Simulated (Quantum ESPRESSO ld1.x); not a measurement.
Values are calculated unless marked as measured or tabulated.
Q: The mean radii <r> (bohr) of the occupied orbitals of an atom or ion are listed with their occupations. Code: ld1.x of Quantum ESPRESSO 7.5. Model: non-relativistic Kohn-Sham, LDA (Slater exchange, VWN5 correlation), spin-polarised, spherical densities, point nucleus.

orbital  occ.     <r>
1s up       1  0.2733
1s down     1  0.2723
2s up       1   1.565
2s down     1   1.630
2p up       2   1.735

Name the element and its charge. Open shells, if any, are filled with parallel spins first.

A: Z = 6, carbon, charge 0: C in [He] 2s2 2p2. The 1s radius gives Z: for a bare nucleus <r> = 1.5/Z, 0.25 bohr for Z = 6, and screening makes it slightly larger (0.2733 here). The occupations add up to 6, and the charge is Z minus that.
